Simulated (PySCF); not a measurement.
# Computed structure and properties of [Yb(H2CO)]2+

System: [Yb(H2CO)]2+ (singlet); start: template (C2v). Method: PySCF 2.14.0, RKS PBE0, Yb def2-SVP with ECP28, O def2-SVP, C def2-SVP, H def2-SVP; non-relativistic Hamiltonian with scalar-relativistic core potentials where named; density fitting; no spin-orbit coupling.

Input of the relaxation:

```python
mol = gto.M(atom='''
Yb     0.00000     0.00000    -0.46590
O      0.00000     0.00000     2.09160
C      0.00000     0.00000     3.31160
H      0.94000    -0.00000     3.89160
H     -0.94000     0.00000     3.89160''',
    basis={'Yb': 'def2-SVP', 'O': 'def2-SVP', 'C': 'def2-SVP', 'H': 'def2-SVP'},
    ecp={'Yb': 'def2-SVP'},
    charge=2, spin=0)
mf = dft.RKS(mol, xc='PBE0')
mf.grids.atom_grid = (50, 194)  # f atoms: unpruned, at least (60, 302)
mf = mf.density_fit()  # fitting sets: Yb def2-universal-JKFIT, O def2-universal-JKFIT, C def2-universal-JKFIT, H def2-universal-JKFIT
mf.conv_tol = 1e-08; mf.max_cycle = 55
mf.kernel(dm0)  # dm0: converged density of the start geometry
# quasi-Newton relaxation in Cartesian coordinates to a largest gradient under 0.00045 Eh/bohr, steps kept in the point group
```

Run from Python with OMP_NUM_THREADS=2; the lines above give its settings. Where DIIS fails, smearing, a level shift and second-order steps follow.
It took 32 s on 2 threads of Arm Neoverse V2, with other jobs on the host, from the converged density of the start.

Course of the relaxation:

```tsv
step	energy above end (eV)	largest force component within the symmetry (eV/Å)
0	0.3792	1.756
1	0.2437	1.411
2	0.0219	1.172
3	0.0085	0.374
4	0.0002	0.062
5	0.0000	0.008
6	0.0000	0.003
```

Relaxed geometry (C2v):

```xyz
5

Yb    0.0000    0.0000   -0.1710
O     0.0000    0.0000    2.0189
C     0.0000    0.0000    3.2508
H     0.9555    0.0000    3.8109
H    -0.9555    0.0000    3.8109
```

```tsv
contact	Å
Yb1–O2 (H2CO)	2.190
```

On the finer grid (75, 302):

```
HOMO                                                          : -18.00 eV
LUMO                                                          : -11.82 eV
Dipole about the centre of mass                               : 3.02 D
Set of Mulliken populations of Yb1 outside the core potential : s 4.05, p 12.05, d 10.16, f 14.00
D3(BJ) dispersion energy (not in the energies)                : -0.089 eV
```

```
atom  Mulliken (e)  Löwdin (e)  spin (e)
 Yb1          1.74        1.54      0.00
  O2         -0.40       -0.06      0.00
  C3          0.30        0.37      0.00
  H4          0.18        0.08      0.00
  H5          0.18        0.08      0.00
```

On the grid (50, 194), as all that follows. Harmonic modes: a minimum; lowest 177 cm⁻¹ (negative: unstable), highest 3191 cm⁻¹, zero-point energy 0.787 eV.

Taking off one H2CO (charge 0, singlet; the rest: singlet) in vacuum, both parts rigid, costs 3.01 eV; the small basis without counterpoise inflates it. Parting with an electron moved from the ligand to the metal can be far cheaper, even downhill.

Rigid scan of H2CO along the line from its metal:

(distance to O2 (Å), energy (eV)): (1.89, 0.718), (1.99, 0.269), (2.09, 0.057), (2.19, 0.000), (2.29, 0.041), (2.39, 0.142), (2.59, 0.429)

One start shape was tried, so this needn't be the lowest isomer.
